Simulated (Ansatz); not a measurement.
Geometry optimisation, UKS B3LYP-D4/def2-mTZVP in Ansatz 0.2.0.

The input (input.yaml):

```yaml
crystal:
  periodic: [false, false, false]
  atoms:
    - { symbol: H, position_ang: [0.72217, 0.143424, -0.115442] }
    - { symbol: Br, position_ang: [-2.076331, -0.062395, 0.059756] }
    - { symbol: H, position_ang: [1.35416, -0.081029, 0.055686] }
magnetization:
  spin_polarized: true
  initial_magnetization: 1
basis:
  gaussian: { orbitals: def2-mTZVP }
hamiltonian:
  xc: b3lyp
  dispersion: d4
relax:
  f_tol: 0.03
  max_steps: 50
```

Command:

```bash
$ ansatz run input.yaml --threads 1 --pin off --max-ram 2048MiB --backend cpu --events-out ev --progress --plain --runs-dir out
```

Where does it end, and by what steps?

The run converged. The force dipped under the threshold on the way, but the program's further checks kept it going. After 8 steps the energy has fallen by 0.058 eV; H1 moved furthest, 0.26 Å.

```json
{"step": "0", "energy less start (eV)": "0.0000", "largest force component (eV/Å)": "1.955", "accepted": "yes"}
{"step": "1", "energy less start (eV)": "-0.0511", "largest force component (eV/Å)": "0.239", "accepted": "yes"}
{"step": "2", "energy less start (eV)": "-0.0524", "largest force component (eV/Å)": "0.026", "accepted": "yes"}
{"step": "3", "energy less start (eV)": "-0.0528", "largest force component (eV/Å)": "0.066", "accepted": "yes"}
{"step": "4", "energy less start (eV)": "-0.0531", "largest force component (eV/Å)": "0.176", "accepted": "yes"}
{"step": "5", "energy less start (eV)": "-0.0553", "largest force component (eV/Å)": "0.031", "accepted": "yes"}
{"step": "6", "energy less start (eV)": "-0.0524", "largest force component (eV/Å)": "0.358", "accepted": "no"}
{"step": "7", "energy less start (eV)": "-0.0560", "largest force component (eV/Å)": "0.054", "accepted": "yes"}
{"step": "8", "energy less start (eV)": "-0.0580", "largest force component (eV/Å)": "0.007", "accepted": "yes"}
```

```xyz
3
Properties=species:S:1:pos:R:3
H 0.878 0.304 -0.241
Br -2.140 -0.106 0.094
H 1.262 -0.199 0.148
```

Run time: 36 s on 1 thread of Intel(R) Xeon(R) Processor @ 2.70GHz (shared host), peak memory 0.12 GiB.
